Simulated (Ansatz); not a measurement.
`F[SiH](Cl)[GeH3]` + `[AlH3]` → `F[SiH]([AlH2])[GeH3]` + HCl  (formal exchange of groups at the Si–Cl bond)

Gas-phase electronic energies from Ansatz, PBE0-D4/def2-TZVP geometries. CCSD(T)/CBS adds triple-zeta CCSD(T) − MP2 to the extrapolated MP2 energy (def2 sets, frozen cores). This one scheme is used for every species. DFT in def2-TZVPP. HSE06 is defined as in plane-wave codes. For Ge outer-core shells are correlated without core-valence functions, which leaves a few kJ/mol of doubt a bond. Scalar relativity is left out up to krypton.

`F[SiH](Cl)[GeH3]`:

Cartesian coordinates in Å:
```
F 0.117 -1.000 2.034
Si 0.763 -0.143 0.853
Cl 2.305 -1.229 0.058
Ge -0.872 0.257 -0.826
H 1.347 1.074 1.461
H -2.059 1.033 -0.235
H -1.364 -1.080 -1.395
H -0.237 1.088 -1.950
```

`[AlH3]`:

Cartesian coordinates in Å:
```
Al 0.000 0.000 0.000
H 0.580 0.061 1.475
H -0.555 -1.368 -0.578
H -0.025 1.308 -0.897
```

`F[SiH]([AlH2])[GeH3]`:

```xyz
10

F     0.258    1.500    1.764
Si    0.025    0.929    0.268
Al   -2.279    0.130   -0.063
Ge    1.647   -0.780   -0.144
H     0.350    2.045   -0.672
H    -3.333    0.082    1.122
H    -2.676   -0.388   -1.511
H     1.398   -2.011    0.745
H     1.528   -1.225   -1.613
H     3.081   -0.282    0.105
```

HCl:

Cartesian coordinates in Å:
```
Cl 0.441 0.009 -0.463
H -0.441 -0.009 0.463
```

```csv
level,ΔE (kJ/mol)
LDA (SPW92),89.8
revPBE-D4,91.0
HSE06-D4,93.6
PBE0,93.9
LC-ωPBE,101.1
HF/def2-SVP,114.9
HF/def2-TZVPP,119.3
CCSD/def2-TZVPP,102.3
```

(1) What does CCSD(T)/CBS give? (Best estimate.)

Largest T1 diagnostic among the species: 0.012.

Answers

(1) The calculation gave: +103.5 kJ/mol. The listed levels differ from it by -13.7, -12.5, -9.9, -9.6, -2.4, 11.4, 15.8, -1.2 kJ/mol.

From BLYP to BHLYP (50 % exact exchange), in def2-TZVPP and without D4, ΔE moves by +12.5 kJ/mol. Leaving LDA and LC-ωPBE aside and taking each functional with its dispersion term where it has one, the values, not all of them listed here, spread over 26.2 kJ/mol, from PBE-D4 to B97M-V. In def2-TZVPP, CCSD(T) changes the Hartree–Fock value by −18.4 kJ/mol (the triples alone add −1.3 kJ/mol) and MP2 by −6.7 kJ/mol.
